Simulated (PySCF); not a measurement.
An unknown is described by computed data only.

Formula: C6H8F2Si.

- Dipole: 0.96 D [PBE0/pcSseg-1]
- NMR, other nuclei: isotropic shieldings of nuclei other than C and H, by class: 328 (1 F), 351 (1 F), 412 (1 Si) ppm [GIAO PBE0/pcSseg-1]
- Rotational structure: rotational constants A, B, C: 1.541, 0.945, 0.742 GHz [GFN2-xTB]
- 1H NMR: chemical shifts (computed TMS as zero) by class: 7.47 (1 H), 4.08 (3 H), 3.02 (1 H), 2.05 (3 H) ppm [GIAO PBE0/pcSseg-1]
- 13C NMR: chemical shifts (computed TMS as zero) by class: 163.9 (1 C), 149.7 (1 C), 88.1 (1 C), 77.9 (1 C), 19.0 (1 C), 4.9 (1 C) ppm [GIAO PBE0/pcSseg-1]

Gas-phase values; electronic properties from PySCF, density fitting. Levels stand in brackets. The structure is a single GFN2-xTB conformer in the gas phase; no vibrational or solvent corrections. NMR classes are plain means over equivalent atoms (diastereotopic ones count apart unless rotation or inversion swaps them), as if these changed places fast.

Question: Propose a structure and show how it fits.

Answer: Numbering: `[CH3:1][C:2]#[C:3][C@@H:4]([SiH3:5])/[C:6]([F:7])=[CH:8]\[F:9]`. Its formula, C6H8F2Si, gives 3 degrees of unsaturation: 0 rings and 3 π bonds in the structure found. 6 carbons fall into 6 classes; from least to most shielded: vinylic C–F carbon [C6] (163.9 ppm), vinylic C–F carbon [C8] (149.7 ppm), alkyne carbon [C2] (88.1 ppm), alkyne carbon [C3] (77.9 ppm), sp3 carbon bound to silicon [C4] (19.0 ppm), propargylic carbon [C1] (4.9 ppm). Hydrogen classes from least to most shielded: 1 H on a vinylic C–F carbon, C8 (7.47 ppm), 3 H on an SiH3 silicon, Si5 (4.08 ppm), 1 H on an sp3 carbon bound to silicon, C4 (3.02 ppm), 3 H on a propargylic carbon, C1 (2.05 ppm). The other shieldings belong to: 328 ppm, vinyl fluorine [F7]; 351 ppm, vinyl fluorine [F9]; 412 ppm, SiH3 silicon [Si5]. The optimised geometry has point group C1 and is an asymmetric top. Structure: `CC#C[C@@H]([SiH3])/C(F)=C\F`. Computed isomers that give other values at the same levels: `CC#C[Si@@H](F)C/C=C\F` (13C chemical shifts (computed TMS as zero) by class: 158.3 (1 C), 114.5 (1 C), 111.4 (1 C), 83.1 (1 C), 18.6 (1 C), 5.7 (1 C) ppm). The assignments are read from this structure; whether some other isomer fits the data as well wasn't checked. The mirror image fits equally.

Conformer computed: `[CH3:1][C:2]#[C:3][C@@H:4]([SiH3:5])/[C:6]([F:7])=[CH:8]\[F:9]`: C3–C4–C6–F7 146°.
